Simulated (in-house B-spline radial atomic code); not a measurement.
A calculation on the iodine ion I⁶⁺: its settings, and results tabulated from the run. Method: Dirac-Kohn-Sham LC-wPBE, spherical fractional occupations, exact exchange averaged over the configuration, Fermi nucleus of rms radius 4.75 fm. Calculated with a B-spline radial code for spherical atoms.

Command:
```bash
python run_scf.py task.json out
```
Settings (nuclear radius in fm, mass in u):
```
Z                53
configuration    [Kr] 4d10 5s1
hamiltonian      dirac
method           lc_wpbe
spin_polarised   False
nucleus          fermi
rms_radius       4.75
atomic_mass      126.90447
speed_of_light   137.035999084
exact_exchange   averaged over the configuration
```

Output (hartree, bohr):
```
 radial grid: 68 intervals, B-splines of order 8, outer radius 21.6418 bohr

 iter        energy (Eh)    residual
    1       -7086.600063    1.08e+00
    2       -7102.241483    6.96e-01
    3       -7109.968171    1.65e-01
    4       -7110.415962    4.00e-02
    5       -7110.434720    2.22e-02
    6       -7110.441536    3.15e-03
    7       -7110.441594    2.00e-04
    8       -7110.441595    4.68e-06
    9       -7110.441595    1.51e-07

 total energy                     -7110.44159
 kinetic                            7536.4825
 electron-nucleus                 -17149.5913
 Hartree                            2681.7857
 exact exchange                      -10.2135
 exchange-correlation               -168.9050

 first-order corrections (not in the total)
   Gaunt                             6.0342
   retardation                      -0.6221
   frequency dependence             -0.0574
   self-energy                       4.1107
   Uehling                          -0.5613
   Wichmann-Kroll                    0.0129
   recoil                            0.0207

 orbital      occ     eigenvalue          <r>       <r^2>       <1/r>       <r^4>       r_max    small
 1s1/2      2.000     -1214.2550    0.0272216  0.00100458     56.8405 2.64191e-06     0.01753  3.81e-02
 2s1/2      2.000      -190.0835     0.116738   0.0161301     13.2657 0.000449137     0.09924  8.15e-03
 2p1/2      2.000      -178.5177    0.0984629   0.0119284     13.2465 0.000286857     0.07614  8.18e-03
 2p3/2      4.000      -167.5400     0.104146   0.0132152     12.2156  0.00034427     0.08093  7.76e-03
 3s1/2      2.000       -40.7646     0.313624    0.112555     4.73243   0.0192931      0.2858  2.41e-03
 3p1/2      2.000       -35.9820     0.303895    0.107336     4.64171   0.0184061      0.2722  2.36e-03
 3p3/2      4.000       -33.9152     0.315408    0.115407     4.38826   0.0211851      0.2829  2.24e-03
 3d3/2      4.000       -25.4947     0.286359   0.0971277     4.24169   0.0172613      0.2301  2.12e-03
 3d5/2      6.000       -25.0601     0.289999   0.0994675      4.1765   0.0180388      0.2331  2.09e-03
 4s1/2      2.000        -9.5947     0.738669    0.616132     1.90265    0.556899      0.6807  6.90e-04
 4p1/2      2.000        -7.9210     0.770472    0.675798     1.79353    0.690842      0.6985  6.29e-04
 4p3/2      4.000        -7.5165     0.797706    0.724117      1.7129    0.792795      0.7225  5.95e-04
 4d3/2      4.000        -4.7938     0.895105    0.930627     1.47798     1.42494      0.7701  4.62e-04
 4d5/2      6.000        -4.7288     0.905143    0.951356     1.45828     1.48834      0.7784  4.54e-04
 5s1/2      1.000        -3.1582       1.6982     3.21598    0.781082     14.5793       1.576  1.69e-04

 Slater integrals (Eh)
   F0(4d3/2,4d3/2)               1.006895
   F2(4d3/2,4d3/2)               0.512470
   F0(4d3/2,4d5/2)               1.001244
   F2(4d3/2,4d5/2)               0.509704
   G2(4d3/2,4d5/2)               0.509190
   G4(4d3/2,4d5/2)               0.339007
   F0(4d3/2,5s1/2)               0.637329
   G2(4d3/2,5s1/2)               0.082755
   F0(4d5/2,4d5/2)               0.995706
   F2(4d5/2,4d5/2)               0.507108
   F4(4d5/2,4d5/2)               0.337590
   F0(4d5/2,5s1/2)               0.636113
   G2(4d5/2,5s1/2)               0.085132
   F0(5s1/2,5s1/2)               0.528681
```

Time taken, with all properties: 3.5 s on 1 thread of Intel(R) Xeon(R) 6975P-C, on a shared host.

For the Dirac Hamiltonian the kinetic term is c α·p + (β - 1)c².
